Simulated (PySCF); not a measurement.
Harmonic spectrum computed at PBE0 in the def2-TZVP basis family (core potentials from Rb on, PySCF, no spin–orbit coupling):

```tsv
ω (cm⁻¹)	IR (km/mol)
417	77.5
507	62.8
1098	0.0
1367	861
```

Task: Which molecule gave it? In each, all ligands are bound to the one heavy central atom.
A. SeO₂ (singlet)
B. CO₂ (singlet)
C. TiO₂ (singlet)
D. NO₂ (doublet)
E. BO₂ (doublet)

Result: E. It has D∞h symmetry with B–O 1.260 Å (×2).
